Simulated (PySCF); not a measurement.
## Diatomics with 67 electrons

HF in PySCF with def2-TZVPPD on every atom (core potentials on In, Sn, Sb, I), for the lowest determinant that a PBE0 search found; no spin–orbit coupling. All have 67 electrons, 11 of them in the valence shells, and the same state, a doublet (π ↑). For ions De leads to the atom and ion picked by measured ionisation energies and electron affinities.

```tsv
species	difference of nuclear charges	Re (Å)	ωe (cm⁻¹)	k (mdyn/Å)	De (eV)	dissociates to
GeSe⁻	2	2.257	344	2.67	n/a	Ge + Se⁻
GaBr⁻	4	2.692	139	0.418	n/a	Ga + Br⁻
InCl⁻	32	2.637	195	0.603	n/a	In + Cl⁻
GeBr	3	2.351	289	1.87	2.37	Ge + Br
SnCl	33	2.384	345	1.90	2.66	Sn + Cl
SiI	39	2.477	349	1.65	2.00	Si + I
AsBr⁺	2	2.178	401	3.63	2.04	As⁺ + Br
SbCl⁺	34	2.232	467	3.49	2.01	Sb⁺ + Cl
```

These are scalar-relativistic numbers at best; spin–orbit coupling would shift them, the dissociation energy most. For an ion De counts to the pair picked by the measured ionisation energies or electron affinities, which need not be the lowest pair at this level. Hartree–Fock leaves out correlation, which carries a large part of most bond energies and some tenths to 1 eV of ionisation energies. States were picked by a PBE0 search and need not be the measured ground states.
